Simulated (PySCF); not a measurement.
BeH2Se. Atoms are numbered in the order given.

```xyz
4

Be    -0.0035     1.7471     0.0000
H      0.0091     3.0813     0.0000
Se    -0.0419    -0.2877     0.0000
H      1.4298    -0.2890     0.0000
```

Geometry optimised at PBE0-D3(BJ)/def2-TZVP.

The numbers are results of r2SCAN/def2-TZVPD in PySCF, not measurements.

```yaml
total_energy: -2417.49697 hartree
point_group: Cs
highest_occupied_level: -6.57 eV
lowest_empty_level: -1.45 eV
orbital_gap: 5.12 eV
dipole_moment: 0.100 e·Å
quadrupole, principal values (traceless, Buckingham form, about the centre of nuclear charge): -5.21, -0.67, 5.88 D·Å
mean_static_polarisability: 47.2 bohr³ (7.00 Å³)
polarisability_principal_values: 42.5, 43.5, 55.7 bohr³
```
